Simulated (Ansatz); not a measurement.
Consider the substitution at a C–N bond: `CNC(C)O` + `O[SiH3]` → `CC(O)O[SiH3]` + CH₃NH₂.

Calculated with Ansatz (gas phase, PBE0-D4/def2-TZVP geometries, no zero-point term in ΔE). CBS: MP2 limit from def2 TZ/QZ plus the TZ coupled-cluster correction, frozen cores. DFT in def2-TZVPP. Each species was taken in one conformer, which may not be the lowest.

| level | ΔE (eV) |
| --- | --- |
| PBE-D4 | 0.12 |
| r2SCAN-D4 | 0.11 |
| ωB97M-V | 0.12 |
| SCS-MP2/def2-TZVPP | 0.15 |
| CCSD/def2-TZVPP | 0.14 |
| HF/def2-QZVPP | 0.03 |
| MP2/CBS(def2) | 0.19 |
| CCSD/CBS(def2) | 0.14 |

Q: What does CCSD(T)/CBS give? (Estimate.)

A: Computed: +0.15 eV. The listed levels differ from it by -0.03, -0.04, -0.03, 0.00, -0.01, -0.12, 0.04, -0.01 eV.

Largest T1 diagnostic among the species: 0.011.

In def2-TZVPP, CCSD(T) changes the Hartree–Fock value by +0.11 eV (the triples alone add +0.01 eV) and MP2 by +0.15 eV.
